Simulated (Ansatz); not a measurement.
Reaction (redistribution): trimethylsilanol + `C[SiH2]Cl` → `C[Si](C)(O)Cl` + `C[SiH2]C`

Isolated molecules relaxed with PBE0-D4/def2-TZVP in Ansatz; ΔE leaves out vibrations. CCSD(T)/CBS adds triple-zeta CCSD(T) − MP2 to the extrapolated MP2 energy (def2 sets, frozen cores). Functionals use def2-TZVPP. One conformer a species, not always the lowest.

```tsv
level	ΔE (kJ/mol)	difference from CCSD(T)/CBS
LDA (SPW92)	-18.3	-3.7
B97M-V	-18.3	-3.7
r2SCANh-D4	-16.9	-2.3
r2SCAN	-17.0	-2.4
PBE0	-16.4	-1.8
RPA@PBE/def2-TZVPP	-13.5	1.1
HF/def2-SVP	-17.0	-2.4
HF/def2-TZVPP	-14.7	-0.1
HF/CBS(def2)	-14.4	0.2
CCSD/CBS(def2)	-14.3	0.3
CCSD(T)/CBS	-14.6	0
```

Largest T1 diagnostic among the species: 0.010.

Leaving LDA and LC-ωPBE aside and taking each functional with its dispersion term where it has one, the values, not all of them listed here, spread over 3.0 kJ/mol, from B97M-V to B2PLYP.
